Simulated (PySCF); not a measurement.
**How methods differ on the excitation energy of Fe**

Fe [Ar] 3d6 4s2 (5D) → Fe [Ar] 3d7 4s1 (5F), as a difference of total energies. Calculation: PySCF 2.14, in aug-cc-pVTZ; the non-relativistic Hamiltonian (point nucleus). Correlated levels: valence: [Ar] frozen. The calculations carry no spin-orbit coupling.

```tsv
method	excitation energy (eV)	difference from reference (eV)
UHF	1.846	+0.971
LDA	-0.131	-1.006
PBE	-0.201	-1.076
PBE0	0.254	-0.621
M06	1.191	+0.316
LC-wPBE	-0.164	-1.039
PBEsol	-0.198	-1.073
PW91	-0.267	-1.142
MP2 (valence)	0.520	-0.355
SCS-MP2 (valence)	0.597	-0.278
```

Reference: 0.875 eV (measured; NIST levels, between the centres of gravity of the two terms).

These non-relativistic numbers lack the scalar-relativistic shift.

Errors of the correlated levels include the incompleteness of this basis and the frozen core.
